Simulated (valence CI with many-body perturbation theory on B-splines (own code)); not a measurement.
## Energy levels of Os44+

Calculated by relativistic CI+MBPT: four valence electrons over a frozen Dirac-Fock core [Ar] 3d10, a basis of 11 s, 11 p, 9 d, 7 f, 5 g, 2 h, 1 i functions for each j, with the one-electron correlation potential Σ1 (screened to all orders), the two-electron term Σ2, the three-electron term Σ3, Breit, model QED; selected single and double excitations, second order for the rest (own B-spline code, finite nucleus).

No measured spectrum was set against this ion. As an estimate, large intervals hold to a few tenths of a per cent, small ones and those within an open d or f shell to about a per cent.

Levels 1 to 45 of 67, with energies above the lowest level, (4s^2 4p1/2^2) J=0. "Leading %" is the weight of the configuration and term that name the level; weights of strongly mixed levels are sums over their largest components and can fall short. In the jj column 3d3/2^4 stands for four electrons in 3d with j = 3/2.

```tsv
No.	Configuration	Term	J	E (eV)	Leading %	Second component	Leading jj	g
1	4s2 4p2	3P	0	0.00	70	30 % 4s2 4p2 1S	4s^2 4p1/2^2 (99 %)	
2	4s2 4p2	3P	1	106.23	99		4s^2 4p1/2 4p3/2 (99 %)	1.496
3	4s2 4p2	1D	2	110.68	63	36 % 4s2 4p2 3P	4s^2 4p1/2 4p3/2 (99 %)	1.175
4	4s 4p3	3P°	2	207.50	45	31 % 4s 4p3 5S°	4s 4p1/2^2 4p3/2 (97 %)	1.560
5	4s2 4p2	3P	2	220.29	63	36 % 4s2 4p2 1D	4s^2 4p3/2^2 (99 %)	1.315
6	4s 4p3	3D°	1	222.75	36	25 % 4s 4p3 1P°	4s 4p1/2^2 4p3/2 (94 %)	1.068
7	4s2 4p2	1S	0	229.92	69	30 % 4s2 4p2 3P	4s^2 4p3/2^2 (99 %)	
8	4s2 4p 4d	3F°	2	266.43	74	20 % 4s2 4p 4d 1D°	4s^2 4p1/2 4d3/2 (98 %)	0.762
9	4s2 4p 4d	3D°	1	285.48	51	26 % 4s2 4p 4d 1P°	4s^2 4p1/2 4d3/2 (93 %)	0.860
10	4s2 4p 4d	3P°	2	295.83	32	27 % 4s2 4p 4d 3D°	4s^2 4p1/2 4d5/2 (72 %)	1.383
11	4s2 4p 4d	3F°	3	298.47	47	22 % 4s2 4p 4d 3D°	4s^2 4p1/2 4d5/2 (87 %)	1.143
12	4s 4p3	3D°	2	314.61	42	29 % 4s 4p3 5S°	4s 4p1/2 4p3/2^2 (72 %)	1.439
13	4s 4p3	3D°	3	321.32	86	10 % 4s2 4p 4d 3F°	4s 4p1/2 4p3/2^2 (86 %)	1.292
14	4s 4p3	3P°	0	325.89	96		4s 4p1/2 4p3/2^2 (96 %)	
15	4s 4p3	3P°	1	333.15	48	20 % 4s 4p3 3D°	4s 4p1/2 4p3/2^2 (94 %)	1.282
16	4s 4p3	1D°	2	335.64	68	14 % 4s 4p3 3D°	4s 4p1/2 4p3/2^2 (89 %)	1.092
17	4s 4p3	3S°	1	337.22	38	23 % 4s 4p3 3D°	4s 4p1/2 4p3/2^2 (96 %)	1.360
18	4s 4p2 4d	5F	1	368.96	43	35 % 4s 4p2 4d 3D	4s 4p1/2^2 4d3/2 (97 %)	0.423
19	4s 4p2 4d	3D	2	372.49	29	22 % 4s 4p2 4d 5F	4s 4p1/2^2 4d3/2 (94 %)	1.155
20	4s2 4p 4d	3D°	2	389.24	50	23 % 4s2 4p 4d 1D°	4s^2 4p3/2 4d3/2 (91 %)	1.049
21	4s2 4p 4d	3P°	1	390.78	55	35 % 4s2 4p 4d 3D°	4s^2 4p3/2 4d3/2 (93 %)	1.125
22	4s2 4p 4d	3P°	0	391.35	95		4s^2 4p3/2 4d3/2 (95 %)	
23	4s2 4p 4d	3F°	3	391.62	41	33 % 4s2 4p 4d 1F°	4s^2 4p3/2 4d3/2 (92 %)	1.112
24	4s 4p2 4d	3D	3	399.05	31	22 % 4s 4p2 4d 5D	4s 4p1/2^2 4d5/2 (95 %)	1.358
25	4s2 4p 4d	3F°	4	402.39	99		4s^2 4p3/2 4d5/2 (99 %)	1.246
26	4s2 4p 4d	3P°	2	404.57	40	35 % 4s2 4p 4d 1D°	4s^2 4p3/2 4d5/2 (85 %)	1.278
27	4s 4p2 4d	3F	2	406.25	24	20 % 4s 4p2 4d 1D	4s 4p1/2^2 4d5/2 (87 %)	1.051
28	4s2 4p 4d	3D°	3	421.43	55	43 % 4s2 4p 4d 1F°	4s^2 4p3/2 4d5/2 (93 %)	1.183
29	4s2 4p 4d	1P°	1	423.53	62	23 % 4s2 4p 4d 3P°	4s^2 4p3/2 4d5/2 (93 %)	1.097
30	4p4	3P	2	437.97	55	26 % 4p4 1D	4p1/2^2 4p3/2^2 (80 %)	1.261
31	4s 4p3	3P°	2	441.08	44	16 % 4s 4p3 1D°	4s 4p3/2^3 (85 %)	1.399
32	4p4	1S	0	444.35	55	33 % 4p4 3P	4p1/2^2 4p3/2^2 (87 %)	
33	4s 4p3	1P°	1	455.08	39	23 % 4s 4p3 3S°	4s 4p3/2^3 (92 %)	1.175
34	4s 4p2 4d	5D	0	466.51	85	13 % 4s 4p2 4d 3P	4s 4p1/2 4p3/2 4d3/2 (96 %)	
35	4s 4p2 4d	5D	1	466.79	55	21 % 4s 4p2 4d 5F	4s 4p1/2 4p3/2 4d3/2 (98 %)	1.167
36	4s 4p2 4d	5F	2	467.13	45	14 % 4s 4p2 4d 5D	4s 4p1/2 4p3/2 4d3/2 (93 %)	1.088
37	4s 4p2 4d	5F	3	468.05	28	21 % 4s2 4p 4f 3G	4s 4p1/2 4p3/2 4d3/2 (69 %)	1.001
38	4s2 4p 4f	3G	3	471.99	33	20 % 4s 4p2 4d 5F	4s^2 4p1/2 4f5/2 (49 %)	0.994
39	4s 4p2 4d	3G	4	475.09	29	19 % 4s 4p2 4d 5F	4s 4p1/2 4p3/2 4d3/2 (73 %)	1.155
40	4s2 4p 4f	3F	2	477.34	38	21 % 4s2 4p 4f 1D	4s^2 4p1/2 4f5/2 (74 %)	0.906
41	4s2 4p 4f	3D	3	482.29	35	22 % 4s2 4p 4f 3F	4s^2 4p1/2 4f7/2 (69 %)	1.211
42	4s 4p2 4d	3F	2	486.07	60	8 % 4s 4p2 4d 5P	4s 4p1/2 4p3/2 4d3/2 (79 %)	0.905
43	4s2 4p 4f	3G	4	486.67	29	21 % 4s2 4p 4f 3F	4s^2 4p1/2 4f7/2 (70 %)	1.143
44	4s 4p2 4d	5D	4	488.70	50	26 % 4s 4p2 4d 5F	4s 4p1/2 4p3/2 4d5/2 (95 %)	1.389
45	4s 4p2 4d	5P	3	489.60	35	21 % 4s 4p2 4d 3D	4s 4p1/2 4p3/2 4d3/2 (56 %)	1.373
```

The ionisation energy to 4s2 4p 2P°_1/2 of the next ion comes out as 2338.1 eV (NIST: 2336 ± 4 eV (theoretical)). All 67 levels together are meant to be complete up to 541.30 eV.
